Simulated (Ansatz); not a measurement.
Ansatz results at the PBE0-D4/def2-TZVP geometry: LUMO energy (ωB97M-V/def2-TZVPP) 0.57 eV; LUMO energy (B3LYP/def2-TZVPP) -1.24 eV; HOMO–LUMO gap (B3LYP/def2-TZVPP) 5.75 eV.

Each molecule was computed in one conformer, which needn't be the lowest.

**Question.** Which molecule gave them?
A. `OC(O)(F)[SiH3]`
B. `NC1=CSC1`
C. `[AlH2][CH]1[SiH2]B1[SiH3]`
D. `C[S][AlH][CH2]F`

**Answer.** D. The others give `OC(O)(F)[SiH3]`: 1.88, 0.04, 8.29; `NC1=CSC1`: 2.08, 0.04, 5.07; `[AlH2][CH]1[SiH2]B1[SiH3]`: 0.02, -2.02, 4.84.

B3LYP here is the variant with VWN-RPA as its local correlation; programs differ in this.
